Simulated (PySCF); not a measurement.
## Static response to an electric field

Compound: C6H7NO.
Atom-mapped SMILES: `[CH:1]#[C:2][C:3](=[O:4])[N:5]([CH3:6])[CH:7]=[CH2:8]` (hydrogens: H9 on C1; H10, H11, H12 on C6; H13 on C7; H14, H15 on C8)

Geometry (GFN2-xTB, Å), atoms numbered from 1 in this order:
```
atom  x, y, z in Å
C1     3.1142    0.3182   -0.9097
C2     2.1122   -0.2004   -0.4990
C3     1.0289   -1.0151    0.0015
O4     1.1984   -2.1891    0.2671
N5    -0.1768   -0.3817    0.1452
C6    -1.2943   -1.1585    0.6313
C7    -0.3546    0.9598   -0.1489
C8    -1.4924    1.6316   -0.0293
H9     3.9646    0.8159   -1.2744
H10   -2.0973   -1.1709   -0.1073
H11   -0.9442   -2.1754    0.8031
H12   -1.6688   -0.7396    1.5666
H13    0.5442    1.4484   -0.4991
H14   -1.5284    2.6749   -0.2817
H15   -2.4101    1.1899    0.3126
```

Level: CAM-B3LYP/def2-SVPD (PySCF), static field, nuclei fixed, core orbitals frozen in the response. The polarisability tensor in these axes (au):

```
x   108.63  -9.57 -12.27
y    -9.57  89.25  -7.11
z   -12.27  -7.11  57.67
```

Problem. Diagonalise the tensor; give its mean and Δα, where Δα² is half the sum of the squared differences of the eigenvalues.

Solution. Principal values 52.57, 88.98 and 114.00 au; mean 85.18 au = 12.62 Å³ = 14.04 × 10⁻⁴⁰ C²·m²/J; Δα = 53.51 au (63 % of the mean).

Problem. What is the dipole moment, and where does it point?

Solution. (-0.89, 2.71, -0.50) D, 2.90 D in size, pointing from the negative to the positive side. Measured along this direction, the outermost atoms are O4 at the negative end and H14 at the positive end.

Problem. What depolarisation ratio follows for Rayleigh scattering of linearly polarised light, taking the static tensor?

Solution. ρ = 3Δα²/(45ᾱ² + 4Δα²) = 8589.6/(326524 + 11452.8) = 0.0254.

Problem. Give the eigenvalues of the traceless quadrupole moment Θ = ½Σq(3rr − r²1), origin at the centre of nuclear charge.

Solution. -13.17, -3.89, 17.07 D·Å. The values depend on the origin, since the dipole doesn't vanish. The electronic extent ⟨r²⟩ about the same centre is 1016 bohr², a root-mean-square distance of 2.22 Å for the 58 electrons.

Problem. Orientational against electronic polarisability at 350 K (dilute gas, rigid molecules)?

Solution. In Gaussian units μ²/3kT = 57.87 Å³ against 12.62 Å³, a ratio of 4.58; the Debye molar polarisation (4π/3)N_A(α + μ²/3kT) is 177.8 cm³/mol, leaving out the vibrational part.

Problem. What molar refraction does this α imply?

Solution. Lorentz–Lorenz: R = (4π/3)N_A α = 2.5225 cm³/(mol·Å³) × 12.62 Å³ = 31.8 cm³/mol, in the limit of long wavelengths.

Isolated species at its GFN2-xTB geometry (one conformer only).

These values come from a run that also computed excited states. Hardware: one thread, x86-64 server, no GPU, shared host. Cost: 36 s wall.
